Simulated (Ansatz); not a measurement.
Abridged output of a molecular run in Ansatz:

```
Functional definition: HF
859 factors; integrals over basis functions are off by at most 1.2e-3 eV
mean field evaluation 1: about -22268.2506 eV, gradient 4.1e1 eV
mean field evaluation 2: about -22268.2523 eV, gradient 4.1e1 eV
mean field evaluation 4: about -22271.8562 eV, gradient 3.0e0 eV
mean field evaluation 8: about -22271.8902 eV, gradient 2.1e-4 eV
mean field -22271.89015209 eV, -818.4768666601 hartree, gradient 2.5e-6 eV, S^2 0.000000; 0 other end points of the search recorded, 0 dependent functions left out
12 core orbitals not correlated: weight in the atoms' cores, before any rotation towards them, 1.000 or more for the frozen orbitals, at most 0.000 for the correlated occupied ones
reference -22271.89015209 eV, -818.4768666601 hartree; 13, 13 occupied and 64, 64 virtual orbitals, 859 factors
second order -15.90197164 eV of doubles, -0.00000000 eV of singles
cycle   1  -16.57878622 eV  change   -6.8e-1 eV  update   8.4e-2
cycle   2  -16.96344710 eV  change   -3.8e-1 eV  update   2.4e-2
cycle   3  -17.04436336 eV  change   -8.1e-2 eV  update   1.1e-2
cycle   4  -17.04191003 eV  change    2.5e-3 eV  update   2.5e-3
cycle   5  -17.04131219 eV  change    6.0e-4 eV  update   1.0e-3
cycle   6  -17.04134155 eV  change   -2.9e-5 eV  update   3.4e-4
cycle   7  -17.04120326 eV  change    1.4e-4 eV  update   1.1e-4
cycle   8  -17.04117908 eV  change    2.4e-5 eV  update   3.5e-5
cycle   9  -17.04118345 eV  change   -4.4e-6 eV  update   1.2e-5
perturbative correction -0.40344448 eV, -0.0148263112 hartree
Total energy: -22289.33478002 eV, -819.1179449120 hartree
```

Its atoms:

```xyz
9

N     0.215   -0.362   -1.371
Si   -0.093   -0.202    0.289
O    -1.695   -0.033    0.618
S     0.821    1.581    1.034
H     0.102   -1.251   -1.830
H     0.073    0.411   -2.000
H     0.452   -1.414    0.948
H    -1.949    0.110    1.531
H     2.071    1.159    0.780
```

Task: Which basis set was used?
A. cc-pV(T+d)Z
B. def2-SVP
C. def2-QZVPP
D. def2-SVPD

Result: B. It gives 89 functions.

Task: Write the keys of the input that set method, charge and spin (a neutral closed shell needs none for the last two).

Result: 
```yaml
correlation: {method: ccsd_t}
```
